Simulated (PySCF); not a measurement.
Se(OH)(NMe2) (C2H7NOSe), SMILES CN(C)[Se]O.

Geometry optimised at PBE0-D3(BJ)/def2-SVP. Other conformers were not sampled.

Computed with TDDFT-PBE0/def2-SVPD (PySCF).

Vertical excitations. The molecule is in vacuum.

```tsv
state	energy (eV)	λ (nm)	f	main pairs
S1	4.26	291	0.001	HOMO→LUMO 96 %
S2	5.36	231	0.004	HOMO→LUMO+1 93 %
S3	5.42	229	0.062	HOMO−1→LUMO 92 %
S4	5.79	214	0.050	HOMO→LUMO+2 94 %
S5	5.97	208	0.009	HOMO−1→LUMO+1 93 %
S6	6.47	192	0.006	HOMO−1→LUMO+2 83 %
S7	6.53	190	0.019	HOMO−2→LUMO 75 %
S8	6.58	188	0.016	HOMO→LUMO+3 84 %
S9	6.82	182	0.022	HOMO→LUMO+4 95 %
S10	7.12	174	0.015	HOMO→LUMO+5 94 %
T1	3.51	353	0	HOMO→LUMO 94 %
T2	4.48	277	0	HOMO→LUMO+1 93 %
T3	4.62	268	0	HOMO−1→LUMO 94 %
T4	5.39	230	0	HOMO−1→LUMO+1 89 %
```
Triplets are in the Tamm–Dancoff approximation, which puts them higher than full response would, so one can lie above its singlet here.
